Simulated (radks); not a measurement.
Minus the highest occupied eigenvalue as an estimate of the ionisation energy, Nd40+ to Nd59+. The LB94 potential has the -1/r tail that LDA and GGA lack but no energy functional. Method: scalar-relativistic Kohn-Sham, LB94 model potential, spin-polarised, spherical densities, finite nucleus; open shells are filled with parallel spins first (spin-orbit coupling, left out, can overturn this in heavy ions); Fermi nuclear charge, rms radius 4.9123 fm; computed with a radial shooting solver on a logarithmic mesh with Libxc functionals.

species  configuration     HOMO  -e(HOMO) (eV)  <r> (bohr)  IE, NIST (eV)    kind
Nd40+         [Ar] 3d2    3d up         2945.0       0.216           2974  theory
Nd41+         [Ar] 3d1    3d up         3050.7       0.214           3078  theory
Nd42+             [Ar]       3p         3407.2       0.240           3371  theory
Nd43+     [Ne] 3s2 3p5  3p down         3502.5       0.238           3465  theory
Nd44+     [Ne] 3s2 3p4  3p down         3598.3       0.237           3567  theory
Nd45+     [Ne] 3s2 3p3    3p up         3709.8       0.235           3662  theory
Nd46+     [Ne] 3s2 3p2    3p up         3807.8       0.234           3891  theory
Nd47+     [Ne] 3s2 3p1    3p up         3906.4       0.232           3997  theory
Nd48+         [Ne] 3s2       3s         4218.2       0.238           4198  theory
Nd49+         [Ne] 3s1    3s up         4319.9       0.237           4302  theory
Nd50+             [Ne]       2p         9876.2      0.0869           9742  theory
Nd51+     [He] 2s2 2p5  2p down        10137.5      0.0862          10002  theory
Nd52+     [He] 2s2 2p4  2p down        10397.6      0.0856          10288  theory
Nd53+     [He] 2s2 2p3    2p up        10724.2      0.0849          10555  theory
Nd54+     [He] 2s2 2p2    2p up        10994.9      0.0842          11384  theory
Nd55+     [He] 2s2 2p1    2p up        11264.2      0.0836          11694  theory
Nd56+         [He] 2s2       2s        12094.6      0.0959          12082  theory
Nd57+         [He] 2s1    2s up        12350.6      0.0954        12341.7  theory
Nd58+             [He]       1s          50344      0.0235        50339.6  theory
Nd59+              1s1    1s up          51437      0.0233        51515.8  theory

Reference values: NIST Atomic Spectra Database (exp. = measured, semi-emp. = semi-empirical, theory = theoretical value adopted there). Open shells are spherical and high-spin; term and fine-structure splittings are not resolved. Spin-orbit splitting is averaged out at the scalar-relativistic level.
